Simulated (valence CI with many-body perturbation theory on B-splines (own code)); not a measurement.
**Mo+: one-electron terms**

Level of theory: configuration interaction combined with many-body perturbation theory (CI+MBPT): five valence electrons over a frozen Dirac-Fock core [Kr], a basis of 9 s, 9 p, 9 d, 7 f, 4 g, 2 h functions for each j, with the one-electron correlation potential Σ1 (screened to all orders), the two-electron term Σ2, the three-electron term Σ3, Breit, model QED; selected single and double excitations, second order for the rest, scaled by the run's own slope (own B-spline code, finite nucleus).

Set against measurement, 9 paired levels are off by 373 cm⁻¹ on average, the worst by 607. These come from a selection out of the NIST Handbook of Basic Atomic Spectroscopic Data. Levels without a partner in it may be off by more, other configurations by 1,000 to 4,000 cm⁻¹. Among the levels kept, up to 1100 cm⁻¹ of a level comes from second order outside the variational space, and about a tenth of that is noise between levels of different J, which matters for small intervals. Only levels of the ground parity were solved; by the run's estimate the other parity begins above the list, which can be wrong where configurations are misplaced.

These are the spectroscopic orbitals of the CI (the correlating ones are not listed), shaped by the core and the other valence electrons. h is the expectation value of the core's Dirac-Fock operator, without the valence repulsion; Σ1 is computed up to l = 3 at one energy for each symmetry, that of its lowest orbital but kept below the first core excitation, so for empty shells it is not the orbital's own correlation shift; Breit and QED include the response of the core.

```tsv
Orbital	h (hartree)	Σ1 (cm⁻¹)	Breit (cm⁻¹)	QED (cm⁻¹)	⟨r⟩ (bohr)
5s1/2	-1.7859	-4703	32.7	39.7	3.194
6s1/2	-0.83847	-755	6.3	7.5	7.375
7s1/2	-0.50695	-315	2.8	3.3	12.73
5p1/2	-1.4207	-2391	29.4	-2.2	4.046
6p1/2	-0.7243	-614	9.2	-0.7	8.629
7p1/2	-0.45242	-277	4.4	-0.3	14.35
5p3/2	-1.3986	-2235	14.9	-0.3	4.115
6p3/2	-0.7167	-584	4.8	-0.1	8.723
7p3/2	-0.44914	-265	2.4	-0.1	14.45
4d3/2	-2.3637	-10922	-24.7	-31.9	1.850
5d3/2	-0.86033	-592	-0.1	-1.8	6.803
6d3/2	-0.50872	-255	0.0	-0.8	12.53
4d5/2	-2.35	-10673	-87.0	-26.7	1.867
5d5/2	-0.85748	-589	-4.0	-1.5	6.830
6d5/2	-0.5075	-254	-1.7	-0.7	12.56
4f5/2	-0.64435	-137	-0.1	0.0	8.749
5f5/2	-0.42871	-100	-0.1	0.0	14.60
4f7/2	-0.6446	-137	-0.1	0.0	8.746
5f7/2	-0.42885	-100	-0.1	0.0	14.60
5g7/2	-0.40538		0.0	0.0	13.42
5g9/2	-0.40538		0.0	0.0	13.42
```

Among the shells of the start configuration 4d5, Σ1 is largest in size for 4d3/2, where it is 2.1 % of h.

Lowest root of each symmetry, sizes in configuration state functions:

```
   J  Parity  Roots  Reference  Variational  Second order  Change by selected CI (cm⁻¹)  Change by second order (cm⁻¹)
 1/2    even      6         24        72375       4991649                        -13262                           -239
 3/2    even      9         36        64696      10165919                        -13071                           -437
 5/2    even     14         43        61574      13547896                        -11720                           -429
 7/2    even     12         36        60875      13841128                        -12939                           -615
 9/2    even      8         26        61430      14146653                        -13049                           -548
11/2    even      5         12        61659      13430363                        -14757                           -562
13/2    even      3          5        64807      10990694                        -16160                           -564
```
